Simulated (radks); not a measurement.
Q: The mean radii <r> (bohr) of the occupied orbitals of an atom or ion are listed with their occupations. All-electron calculation, Dirac Kohn-Sham, PBE, spin-unpolarised, spherical densities, finite nucleus; Fermi nuclear charge, rms radius of each element as measured or else 0.836 A^(1/3) + 0.57 fm. Program: a radial shooting solver on a logarithmic mesh with Libxc functionals.

orbital  occ.      <r>
1s1/2       2  0.02611
2s1/2       2   0.1117
2p1/2       2  0.09403
2p3/2       4  0.09992
3s1/2       2   0.2987
3p1/2       2   0.2887
3p3/2       4   0.3005
3d3/2       4   0.2714
3d5/2       6   0.2751
4s1/2       2   0.6947
4p1/2       2   0.7206
4p3/2       4   0.7481
4d3/2       4   0.8307
4d5/2       6   0.8411
5s1/2       2    1.739
5p1/2       2    2.009
5p3/2       4    2.101

Name the element and its charge. Open shells, if any, are shared by 2j + 1.

A: Z = 55, caesium, charge +1: Cs+ in [Xe]. The 1s radius gives Z: for a bare nucleus <r> = (2 gamma + 1)/(2Z) with gamma = sqrt(1 - (Z/c)^2), 0.02574 bohr for Z = 55, and screening makes it slightly larger (0.02611 here). The occupations add up to 54, and the charge is Z minus that.
